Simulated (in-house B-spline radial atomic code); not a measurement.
Values are calculated unless marked as measured or tabulated.
**Weak and strong correlation along the adiabatic connection**

Two-electron singlets in several external potentials (atomic units), by full CI in B-splines with partial waves to l = 8 (correlation energies up to 0.6 % small). The repulsion is scaled by λ at fixed density; W(λ) is the mean repulsion less the Hartree energy, W(0) = E_x, and the area under W from 0 to 1 is E_xc.

One system gave this curve:

```tsv
λ	W (hartree)
0	-0.65429
0.02	-0.65626
0.05	-0.65917
0.12	-0.66571
0.25	-0.67704
0.4	-0.6889
0.6	-0.70296
0.8	-0.71532
1	-0.72623
1.4	-0.74459
2	-0.76577
3	-0.7904
4.5	-0.8139
7	-0.83687
10	-0.85303
```

Which system is it?
A. −V exp(−r²/w²), V = 5.76, w = 3.91
B. −Z/r, Z = 2, wall at 1 bohr
C. −Z exp(−kr)/r, Z = 8.79, k = 3.27
D. −Z/r, Z = 1.9

A. The exchange energy sets the size: −V exp(−r²/w²), V = 5.76, w = 3.91: E_x = -0.654, E_c = -0.0399; −Z exp(−kr)/r, Z = 8.79, k = 3.27: E_x = -4.72, E_c = -0.0463; −Z/r, Z = 2, wall at 1 bohr: E_x = -2.03, E_c = -0.0453; −Z/r, Z = 1.9: E_x = -0.962, E_c = -0.0418 hartree.
